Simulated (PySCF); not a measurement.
Bonding in `[SiH3]CCS[SiH2][SiH2][SiH3]`

Species: C2H14SSi4.
Numbering: `[SiH3:1][CH2:2][CH2:3][S:4][SiH2:5][SiH2:6][SiH3:7]` (hydrogens: H8, H9, H10 on Si1; H11, H12 on C2; H13, H14 on C3; H15, H16 on Si5; H17, H18 on Si6; H19, H20, H21 on Si7)

Structure used (GFN2-xTB), in Å, numbered top down from 1:
```xyz
21
C2H14SSi4 angstrom
Si     4.3140    0.9647   -0.1567
C      2.5391    1.0837    0.5179
C      1.6238    0.0448   -0.0909
S     -0.0877    0.2320    0.5406
Si    -1.0177   -1.4741   -0.3803
Si    -3.2685   -1.3521    0.1165
Si    -4.3916    0.5692   -0.5370
H      5.1231    2.0061    0.4749
H      4.2973    1.1516   -1.6091
H      4.8683   -0.3562    0.1473
H      2.1279    2.0751    0.3178
H      2.5367    0.9628    1.6030
H      1.5732    0.1473   -1.1753
H      1.9530   -0.9648    0.1566
H     -0.6832   -1.3557   -1.8049
H     -0.2297   -2.6224    0.0829
H     -3.8489   -2.5452   -0.5235
H     -3.4632   -1.6073    1.5514
H     -3.8171    1.7778    0.0529
H     -5.8099    0.5438   -0.1668
H     -4.3479    0.7357   -1.9935
```

Bond orders from the PBE0/pcSseg-1 density (PySCF). One conformer (not necessarily the lowest) at the GFN2-xTB geometry, without solvent, vibrations or thermal averaging.

(1) How far do the computed orders between heavy atoms stray from the drawn ones?

(2) Give the Mayer order of every bond, beside its length.

(3) Sum the orders of all bonds at each heavy atom with more than one neighbour and set the sums beside the valence in the SMILES.

## Answers

(1) The largest departure is 0.101, at Si5–Si6 (drawn single, 0.899).

(2) 
```tsv
bond	drawn as	length (Å)	Mayer order
Si1–C2	single	1.903	0.908
C2–C3	single	1.512	1.038
C3–S4	single	1.834	0.990
S4–Si5	single	2.150	0.948
Si5–Si6	single	2.308	0.899
Si6–Si7	single	2.319	0.903
Si1–H8	single	1.462	0.949
Si1–H9	single	1.464	0.946
Si1–H10	single	1.464	0.946
C2–H11	single	1.092	0.940
C2–H12	single	1.092	0.941
C3–H13	single	1.090	0.931
C3–H14	single	1.090	0.929
Si5–H15	single	1.468	0.905
Si5–H16	single	1.468	0.914
Si6–H17	single	1.473	0.919
Si6–H18	single	1.470	0.923
Si7–H19	single	1.462	0.934
Si7–H20	single	1.466	0.933
Si7–H21	single	1.467	0.930
```

(3) Si1 3.749 (drawn 4), C2 3.827 (drawn 4), C3 3.888 (drawn 4), S4 1.938 (drawn 2), Si5 3.666 (drawn 4), Si6 3.644 (drawn 4), Si7 3.700 (drawn 4). Orders between atoms that aren't bonded are not in these sums.

The Mayer order sums products of elements of PS (density times overlap matrix) between the two atoms' basis functions, so it depends on the basis set.

The run behind these numbers computed NMR shieldings as well. On an Arm Neoverse N1 with one thread, no GPU, on a shared host, this took 84 s of wall time and 1.1 GiB of memory at its peak.
